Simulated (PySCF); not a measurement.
**Ionisation energy of Ca by level of theory**

Ca [Ar] 4s2 (1S) → Ca⁺ [Ar] 4s1 (2S), as a difference of total energies. All numbers are calculated (PySCF 2.14, the spin-free X2C one-electron Hamiltonian (Gaussian nucleus), in x2c-SVPall). Correlated levels: valence: [Ar] frozen. The calculations carry no spin-orbit coupling.

```csv
method,ionisation energy (eV)
UHF,5.151
TPSS,6.054
SCS-MP2 (valence),5.714
CCSD (valence),5.881
```

Q: Estimate what PBE gives.

A: 6.162 eV, closest to TPSS among the rows shown.

Q: Estimate what MP2 (valence) gives.

A: 5.620 eV, closest to SCS-MP2 (valence) among the rows shown.

Errors of the correlated levels include the incompleteness of this basis and the frozen core.

With two correlated electrons CCSD is exact in that space.

The coupled-cluster amplitudes are large for Ca (T1 above 0.03 or a double amplitude above 0.15), so a single reference is strained.

For comparison: 6.113 eV (measured; NIST Atomic Spectra Database, ionization energies).
